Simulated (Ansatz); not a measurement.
## Energy profile

The step: GaHCl₂ ([Cl][GaH][Cl]) + NH₃ → GaNH₂Cl₂ ([NH2][Ga]([Cl])[Cl]) + H₂; bonds formed: H2–H5; dative contacts that become bonds: Ga1–N6; bonds broken: Ga1–H2, H5–N6 (atoms numbered as in the saddle structure below).

```xyz
8
angstrom
Ga -0.1434 -0.8398 -0.0758
H -1.6141 0.2520 0.1511
Cl -0.2214 -1.6862 -2.0341
Cl 0.0645 -2.0685 1.6575
H -0.8353 0.8586 0.1536
N 0.5933 0.9464 0.0520
H 1.0146 1.3538 -0.7737
H 1.1418 1.1837 0.8694
```

Electronic energies by CCSD(T) at an estimated basis limit (MP2 extrapolated from triple and quadruple zeta, plus CCSD(T) − MP2 in triple zeta), on PBE0-D4/def2-TZVP structures; GaNH4Cl2, closed shell; no counterpoise correction. Program: Ansatz 0.2.0. Basis: def2-TZVPP and def2-QZVPP. Cores are frozen in the correlated methods. Filled d shells of the heavier atoms are correlated. The def2 sets are not built for correlating such inner shells, so the correlated values are less sure here. Extrapolation: Hartree–Fock as exp(−7.88 √X), correlation as X^−2.97.

(1) Give the profile in kJ/mol, counted from the separated reactants. (To be estimated.)

T1 diagnostic: at most 0.012.

Answers

(1) By the calculation:
```json
{"point": "separated: GaHCl2 (linked as [Cl][GaH][Cl]; Ga1, H2, Cl3, Cl4; singlet) + NH3 (H5, N6, H7, H8; singlet)", "kJ/mol": "0.0"}
{"point": "start structure", "kJ/mol": "-126.1"}
{"point": "saddle", "kJ/mol": "78.5"}
{"point": "end structure", "kJ/mol": "-27.1"}
{"point": "separated: GaNH2Cl2 (linked as [NH2][Ga]([Cl])[Cl]; Ga1, Cl3, Cl4, N6, H7, H8; singlet) + H2 (H2, H5; singlet)", "kJ/mol": "-23.0"}
```

The step is the kind of exchange with an N–H group that builds nitride films in atomic layer and chemical vapour deposition.

For scale, one of the runs: CCSD(T)/def2-TZVPP, 219 basis functions, launched by `ansatz run in.yaml --threads 4 --pin off --events-out ev --progress --plain --max-ram 9574MiB`. Hardware: 4 CPU threads of an AMD EPYC, shared host. Wall time 3.6 min; peak host memory 3.2 GiB.
